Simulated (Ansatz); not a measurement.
`O[SiH2][SiH2][ZnH]` and `CO[SiH2][SiH2]O` differ in one atom or group.

Ansatz, PBE0-D4/def2-TZVP geometries, multiplicity 1. Each molecule was computed in one conformer, which needn't be the lowest.

Scalar relativity is left out up to krypton.

```
                                        property  `O[SiH2][SiH2][ZnH]`
               LUMO energy (PBE/def2-TZVPP) / eV                 -2.11
           HOMO–LUMO gap (B3LYP/def2-TZVPP) / eV                  5.34
           HOMO energy (ωB97M-V/def2-TZVPP) / eV                 -9.11
size of the dipole moment (B3LYP/def2-TZVPP) / D                  1.35
  size of the dipole moment (PBE/def2-TZVPP) / D                  1.28
              HOMO energy (PBE0/def2-TZVPP) / eV                 -7.15
```

(1) What does the change do to each property? (An estimate is asked.)

Answers

(1) Ansatz gave: 
```
                                        property  `CO[SiH2][SiH2]O`  shift
               LUMO energy (PBE/def2-TZVPP) / eV              -1.57   0.54
           HOMO–LUMO gap (B3LYP/def2-TZVPP) / eV               6.59   1.25
           HOMO energy (ωB97M-V/def2-TZVPP) / eV              -9.76  -0.65
size of the dipole moment (B3LYP/def2-TZVPP) / D               1.84   0.49
  size of the dipole moment (PBE/def2-TZVPP) / D               1.71   0.43
              HOMO energy (PBE0/def2-TZVPP) / eV              -7.68  -0.53
```

With PBE0 the HOMO falls by 0.53 eV and the LUMO rises by 0.70 eV, so the gap widens by about 1.23 eV. PBE moves the HOMO by -0.30 eV and ωB97M-V by -0.65 eV. Dipoles are sizes alone; their direction can turn.

B3LYP here is the variant with VWN-RPA as its local correlation; programs differ in this.
